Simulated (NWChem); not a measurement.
System: PbH$_{2}$S, singlet; SMILES [SH][PbH]

```xyz
4

Pb     0.0140     0.4323     0.0000
H     -1.8384     0.4340     0.0000
S     -0.0386    -2.1022     0.0000
H      1.3057    -2.2460     0.0000
```
Atoms are numbered in this order, from 1.

Low-valent species are run as closed-shell singlets; no triplet was tried in these runs. Coordinates come from a PBE0/def2-SVP optimisation. def2 effective core potentials on Pb; no spin-orbit coupling.

Symmetry labels are those of Cs in the frame above (b1 and b2, or b-type labels, depend on it).

### Question
List the 6 lowest vertical singlet excitations and the 6 lowest triplet ones from PBE/def2-SVP with def2 effective core potentials on Pb, full TDDFT (NWChem).

### Answer
```json
[
 {"state": "S1", "energy (eV)": "2.95", "oscillator strength": "0.006", "symmetry": "a\"", "leading excitation (squared amplitude)": "HOMO → LUMO (1.00)"},
 {"state": "S2", "energy (eV)": "3.64", "oscillator strength": "0.037", "symmetry": "a'", "leading excitation (squared amplitude)": "HOMO−1 → LUMO (0.93)"},
 {"state": "S3", "energy (eV)": "3.81", "oscillator strength": "0.001", "symmetry": "a\"", "leading excitation (squared amplitude)": "HOMO−2 → LUMO (1.00)"},
 {"state": "S4", "energy (eV)": "5.23", "oscillator strength": "0.005", "symmetry": "a\"", "leading excitation (squared amplitude)": "HOMO−1 → LUMO+1 (1.00)"},
 {"state": "S5", "energy (eV)": "5.27", "oscillator strength": "0.064", "symmetry": "a'", "leading excitation (squared amplitude)": "HOMO → LUMO+1 (0.83)"},
 {"state": "S6", "energy (eV)": "6.24", "oscillator strength": "0.009", "symmetry": "a\"", "leading excitation (squared amplitude)": "HOMO−3 → LUMO (0.97)"},
 {"state": "T1", "energy (eV)": "2.33", "oscillator strength": "spin-forbidden", "symmetry": "a\"", "leading excitation (squared amplitude)": "HOMO → LUMO (1.00)"},
 {"state": "T2", "energy (eV)": "2.52", "oscillator strength": "spin-forbidden", "symmetry": "a'", "leading excitation (squared amplitude)": "HOMO−1 → LUMO (1.00)"},
 {"state": "T3", "energy (eV)": "3.44", "oscillator strength": "spin-forbidden", "symmetry": "a\"", "leading excitation (squared amplitude)": "HOMO−2 → LUMO (0.99)"},
 {"state": "T4", "energy (eV)": "4.43", "oscillator strength": "spin-forbidden", "symmetry": "a'", "leading excitation (squared amplitude)": "HOMO → LUMO+1 (0.98)"},
 {"state": "T5", "energy (eV)": "4.85", "oscillator strength": "spin-forbidden", "symmetry": "a\"", "leading excitation (squared amplitude)": "HOMO−1 → LUMO+1 (0.99)"},
 {"state": "T6", "energy (eV)": "5.21", "oscillator strength": "spin-forbidden", "symmetry": "a'", "leading excitation (squared amplitude)": "HOMO → LUMO+2 (0.51)"}
]
```
